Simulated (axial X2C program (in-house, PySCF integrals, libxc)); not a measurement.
Estimating the spin–orbit splitting of the π levels of BrCl

All values were computed with an in-house all-electron X2C program for linear molecules (integrals from PySCF). Spin-free means the one-electron spin-free X2C Hamiltonian; two-component (2c) means X2C with spin–orbit coupling and atomic mean-field two-electron Coulomb and Gaunt terms, so the difference of the two also holds small scalar two-electron terms. Basis: Br dyall-cv3z [8s9p6d4f1g], Cl dyall-av3z [9s8p3d2f] (cores contracted in-house); Gaussian nuclei, density fitting, unrestricted open shells. Masses: Br 78.918 u, Cl 34.969 u.

Hartree–Fock at 2.146 Å, closed shell. Valence p splittings ε(p3/2) − ε(p1/2) of spherical Dirac–Hartree–Fock atoms with fractionally filled p shells: Br 4p 0.555 eV, Cl 3p 0.140 eV.

| filled π level (eV), spin-free | Br p share | Cl p share |
| --- | --- | --- |
| -14.59 | 0.32 | 0.66 |
| -11.48 | 0.61 | 0.33 |

Task: In first order a p shell splits by 3ζ/2 and a π orbital by ζ. Estimate the splitting of each π level from the shares.

Result: level -14.59 eV: (2/3) × (0.32 × 0.555 + 0.66 × 0.140) = 0.18 eV; level -11.48 eV: (2/3) × (0.61 × 0.555 + 0.33 × 0.140) = 0.26 eV.

The two-component Hartree–Fock calculation gives:

| ε(ω = 1/2) (eV) | σ share of it | ε(ω = 3/2) (eV) | splitting (eV) | estimate (eV) |
| --- | --- | --- | --- | --- |
| -14.654 | 0.03 | -14.499 | 0.16 | 0.18 |
| -11.621 | 0.00 | -11.327 | 0.29 | 0.26 |

The estimate leaves out the mixing of π1/2 with σ1/2 levels, which pushes the ω = 1/2 spinor up or down, the d and f parts of the orbital, small shares of the strongly split outer-core p shell of a metal, the Gaunt term (absent from the atomic values), and the change of the atomic p orbitals with charge; Löwdin shares depend on the basis.
